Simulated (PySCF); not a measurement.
FH4N2OTa, SMILES [NH2][Ta]([NH2])(=[O])[F], multiplicity 1. Atoms are numbered in the order given.

```xyz
9

Ta     0.0349    -0.0243     0.0000
O      1.7540     0.1631     0.0000
F     -0.5227    -1.8538     0.0000
N     -0.6169     0.8855    -1.6451
H     -1.5946     1.0144    -1.9035
H     -0.0234     1.3626    -2.3212
N     -0.6169     0.8855     1.6451
H     -0.0234     1.3626     2.3212
H     -1.5946     1.0144     1.9035
```

Coordinates come from a B3LYP-D3(BJ)/def2-SVP optimisation. The spin state was assumed, not searched. The def2 effective core potentials stand for the cores of Ta; spin–orbit coupling is left out. The values are those of a single conformer.

These are M06-2X/def2-TZVP in PySCF values and carry that method's errors.

ESP charges are fitted to the potential on shells at 1.4 to 2.0 van der Waals radii. Atomic charges (e):

```csv
atom,Mulliken,ESP fit,Löwdin
Ta1,1.52,1.94,?
O2,-0.52,-0.67,?
F3,-0.46,-0.47,-0.29
N4,-0.82,-1.33,-0.42
H5,0.27,0.47,?
H6,0.28,0.46,?
N7,-0.82,-1.33,-0.42
H8,0.28,0.46,?
H9,0.27,0.47,?
```

What belongs in the gaps? (An estimate is asked for; the answer gives what the named calculation found.)


- Ta1, Löwdin: 0.83
- O2, Löwdin: -0.33
- H5, Löwdin: 0.16
- H6, Löwdin: 0.16
- H8, Löwdin: 0.16
- H9, Löwdin: 0.16
